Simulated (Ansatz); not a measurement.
Z-matrix (Å, degrees):
```
Si
Si 1 2.346
H 1 1.488 2 110.8
H 1 1.488 2 110.6 3 120.5
H 1 1.489 2 109.2 3 -120.0
O 2 1.650 1 111.7 3 -59.7
H 2 1.489 1 109.9 3 62.2
H 2 1.486 1 110.4 3 -178.5
Si 6 1.632 2 139.2 1 46.6
S 9 2.131 6 112.6 2 36.6
H 9 1.482 6 110.5 2 -79.2
H 9 1.479 6 107.1 2 158.7
H 10 1.344 9 94.6 6 70.7
```

Charge 0, multiplicity 1.

(1) List the PBE0/def2-TZVPP orbital energies in eV (the Gaussian-basis code of Ansatz). (Best estimate.)

Results:

(1) The calculation gave: Occupied: -2422.49, -1803.75, -1803.25, -1802.45, -522.99, -217.86, -161.69, -161.61, -161.51, -145.93, -145.49, -144.84, -100.63, -100.60, -100.56, -100.19, -100.13, -100.13, -99.48, -99.48, -99.48, -28.16, -20.70, -16.64, -15.29, -13.75, -12.40, -11.93, -11.56, -11.25, -10.06, -9.90, -9.64, -9.43, -8.87, -7.99, -7.79. Lowest empty: -0.54, 0.17, 0.35, 0.76, 0.82, 0.99, 1.20, 1.40.
